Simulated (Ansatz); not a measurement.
BeBr, multiplicity 2 (lowest of 2S+1 = 2, 4 at CCSD(T)/def2-TZVPP on PBE0 minima; our sources give no spin for the ground state, which may be another), most abundant isotopes (9.0122 and 78.9183 u). Constants from fifth-degree fits in 1/R to seven points on the lowest solution found; no spin–orbit coupling, no relativity up to Kr; ω_e x_e and α_e move by some per cent with the fit.

Correlated levels freeze the inner cores; with def2 sets outer-core shells near the valence are correlated too.

Programs: Ansatz (Gaussian orbitals). 

| level | r_e (Å) | ω_e (cm⁻¹) | ω_e x_e (cm⁻¹) | α_e (cm⁻¹) |
|---|---|---|---|---|
| PBE/def2-TZVPP | 1.9806 | 682.7 | 3.77 | 0.00452 |
| CCSD(T)/def2-QZVPP | 1.9593 | 718.2 | 3.82 | 0.00443 |

**Question.** Derive the rotational constants, the centrifugal constant, the fundamental, the zero-point energy and the force constant.

**Answer.** 
μ = 8.08851 u.
- PBE/def2-TZVPP: B_e = 16.8576/(μ r_e²) = 0.53131 cm⁻¹; B₀ = B_e − α_e/2 = 0.52905 cm⁻¹; D = 4B_e³/ω_e² = 1.29e-06 cm⁻¹; fundamental ω_e − 2ω_e x_e = 675 cm⁻¹; zero-point energy ω_e/2 − ω_e x_e/4 = 340 cm⁻¹; k = μ(2πcω_e)² = 222 N/m
- CCSD(T)/def2-QZVPP: B_e = 16.8576/(μ r_e²) = 0.54290 cm⁻¹; B₀ = B_e − α_e/2 = 0.54069 cm⁻¹; D = 4B_e³/ω_e² = 1.24e-06 cm⁻¹; fundamental ω_e − 2ω_e x_e = 711 cm⁻¹; zero-point energy ω_e/2 − ω_e x_e/4 = 358 cm⁻¹; k = μ(2πcω_e)² = 246 N/m

Ansatz is a program for electronic structure.
